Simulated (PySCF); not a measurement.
## Computed properties of CH5NO2SW, SMILES C[O][W](=[NH])(=[O])[SH], multiplicity 1

CH5NO2SW, SMILES [NH]=[W]([O]C)(=[O])[SH], multiplicity 1. Coordinates come from a B3LYP-D3(BJ)/def2-SVP optimisation. The multiplicity is an assumed one; other spin states were not compared. The def2 effective core potentials stand for the cores of W; spin–orbit coupling is left out. Other conformers were not sampled. All values are computed for the isolated molecule unless a solvent is named; none is compared with measurement here.

**Structure.** All 27 harmonic modes at B3LYP-D3(BJ)/def2-SVP (PySCF) are real, so it is a minimum. With heavy atoms numbered as in [W:1](=[O:2])(=[NH:3])([O:5][CH3:6])[SH:10], the shortest bond between them is O5–C6 at 1.409 Å and the longest W1–S10 at 2.375 Å.

**Vibrations.** The strongest infrared lines (harmonic, unscaled, degenerate partners summed) lie at 1150 cm⁻¹ (262 km/mol, O 41 %, C 33 %, H 26 %), 3595 cm⁻¹ (146 km/mol, H 93 %), 541 cm⁻¹ (144 km/mol, H 72 %, N 21 %). The softest mode is at 53 cm⁻¹ and the zero-point energy is 42.7 kcal/mol.

**Electronic structure.** r2SCAN/def2-TZVP (PySCF) places the frontier levels at -6.83 and -2.32 eV, a gap of 4.51 eV, and gives a dipole moment of 2.75 D and a mean polarisability of 87.9 bohr³. PBE/def2-TZVP (PySCF) at the same geometry gives -6.52 and -2.39 eV, so its gap is 0.38 eV narrower. An orbital gap is neither the optical nor the fundamental gap.

**Excitations.** TDA-M06-2X/def2-SVPD (PySCF) has S1 at 4.77 eV (260 nm, f = 0.002, dark); the most intense of the 10 singlets computed lies at 6.31 eV (f = 0.04). T1 (TDA) is at 4.30 eV, 0.47 eV under S1. TDA-PBE/def2-SVPD (PySCF) puts S1 at 4.30 eV. No vertical singlet excitation falls in the visible range (under 3.1 eV).
